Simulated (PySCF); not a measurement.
From one molecule to another.

First species: C2H5FSi.
Atom-mapped SMILES: `[F:1][C@@H:2]1[CH2:3][SiH2:4]1` (hydrogens: H5 on C2; H6, H7 on C3; H8, H9 on Si4)

Second species: C₆H₄Se.
SMILES: `C(#C)c1ccc[se]1`

Levels: CAM-B3LYP/def2-SVPD for dipole moment, HOMO energy, LUMO energy, HOMO–LUMO gap, static isotropic polarisability and electronic spatial extent ⟨r²⟩ about the centre of nuclear charge; TDDFT CAM-B3LYP/def2-SVPD for lowest singlet excitation; TDA CAM-B3LYP/def2-SVPD for lowest triplet excitation (Tamm–Dancoff); ΔSCF CAM-B3LYP/def2-SVPD for vertical ionisation energy; PBE0-D3(BJ)/def2-SVP for rotational constant A and rotational constant C. Geometries: PBE0-D3(BJ)/def2-SVP. Each structure is a single optimised conformer of the isolated species, non-relativistic unless stated. Electronic properties by PySCF.

(1) Which of the two has the higher ⟨r²⟩, and by how much?

(2) Which of the two has the higher HOMO energy, and by how much?

(3) Which of the two has the higher rotational constant C, and by how much?

(4) Which of the two has the higher rotational constant A, and by how much?

(5) Which has the higher dipole moment?

(6) Which of the two has the higher T1 energy, and by how much?

(7) Which has the higher static isotropic polarisability?

(8) Which of the two has the higher HOMO–LUMO gap, and by how much?

## Answers

(1) The second: 990 bohr² against 368 bohr², a difference of 622 bohr².

(2) The second: -7.76 eV against -8.39 eV, a difference of 0.63 eV.

(3) The first: 3.714 GHz against 1.103 GHz, a difference of 2.611 GHz.

(4) The first: 11.684 GHz against 3.357 GHz, a difference of 8.327 GHz.

(5) The first: 1.97 D against 0.78 D, a difference of 1.19 D.

(6) The first: 4.95 eV against 2.98 eV, a difference of 1.97 eV.

(7) The second: 96.3 au against 52.7 au, a difference of 43.6 au.

(8) The first: 9.29 eV against 7.36 eV, a difference of 1.93 eV.

On the first: A dipole of 1.97 D is allowed in C1, and pure rotational transitions are dipole-allowed. The principal polarisabilities are 47.3, 48.1 and 62.6 au; their mean is the isotropic value.

On the second: S1 lies 2.72 eV below the HOMO–LUMO gap; its leading configuration is HOMO→LUMO, weight 0.89. The principal polarisabilities are 56.9, 94.6 and 137.5 au; their mean is the isotropic value. The calculation is non-relativistic and has no spin–orbit coupling, an omission that weighs most on selenium.
